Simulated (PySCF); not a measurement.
**CuH at PBE0**

Level: PBE0. basis Cu cc-pVDZ-PP with ECP10, H cc-pVDZ; scalar-relativistic core potentials; PySCF 2.14.

```json
{
  "state": "³Σ⁺ (triplet), unpaired electrons σ ↑↑, a second solution, started from another occupation",
  "bond length": "1.555 Å",
  "harmonic wavenumber": "1693 cm⁻¹",
  "force constant": "1.68 mdyn/Å",
  "rotational constant Be": "7.032 cm⁻¹",
  "anharmonicity ωexe": "49.1 cm⁻¹",
  "vibration–rotation constant αe": "0.272 cm⁻¹",
  "energy of the minimum from ground-state Cu (3d10 4s1) + H": "-0.72 eV",
  "bond order (Mayer)": "0.88",
  "dipole moment (positive dipole means Cu(−)H(+))": "0.26 D"
}
```
